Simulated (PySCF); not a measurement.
# HfF, PBE0: how much the basis matters

PySCF, UKS reference; doublet, unpaired electrons δ ↑; De to Hf (5d2 6s2) + F without counterpoise correction.

```tsv
basis	relativity	functions	Re (Å)	ωe (cm⁻¹)	De (eV)	μ (D)
cc-pVDZ-PP/cc-pVDZ	scalar-relativistic core potentials	52	1.860	689	n/a	-1.63
def2-TZVPPD	scalar-relativistic core potentials	99	1.858	673	n/a	-1.64
x2c-TZVPPall	spin-free X2C	128	1.829	711	n/a	-1.56
```

(1) How does each smaller set differ from the one with most functions, x2c-TZVPPall?

A positive dipole means Hf(−)F(+). De is left out where the level can put another filling of the metal’s s and d shells below the measured ground configuration, by anything from nothing to about 1 eV. These are scalar-relativistic numbers at best; spin–orbit coupling would shift them, the dissociation energy most. The state is the lowest single determinant that the PBE0 search found; with open d or f shells the true ground state can be another one.

Results:

(1) cc-pVDZ-PP/cc-pVDZ: +3.1 pm, -3.1 % in ωe; def2-TZVPPD: +2.9 pm, -5.3 % in ωe. All at PBE0; the set with most functions is neither the basis-set limit nor always the best. The rows treat relativity differently, so the differences are not basis effects alone.
